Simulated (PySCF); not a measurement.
Br4Sn, SMILES [Br][Sn-]([Br])([Br])[Br] (connectivity only; charge and spin as stated), charge -1, multiplicity 2.

Geometry optimised at r2SCAN-D4/def2-SVPD. The def2 effective core potentials stand for the cores of Sn; spin–orbit coupling is left out.

Two levels are set side by side: PBE/def2-SVPD (PySCF) and M06-2X/def2-SVPD (PySCF). Same geometry, gas phase. Differences are taken from unrounded values.

```
quantity                     M06-2X
---------------------------  ------
α-spin orbital gap (eV)        6.05
β-spin orbital gap (eV)        6.01
mean polarisability (bohr³)   169.3
```

**Question.** What does PBE give, and how far is it from M06-2X? (The exact figures need the calculation; the answer reports its results.)

**Answer.** 
```
quantity                       PBE  PBE minus M06-2X
---------------------------  -----  ----------------
α-spin orbital gap (eV)       3.32             -2.73
β-spin orbital gap (eV)       2.10             -3.92
mean polarisability (bohr³)  180.6              11.4
```

Loosely held outer electrons make PBE densities more polarisable. Differences between two approximate levels are no errors against the true value.

Rough cost on one machine, each run with all the roots and properties that it gave: M06-2X against PBE within a factor of 2.
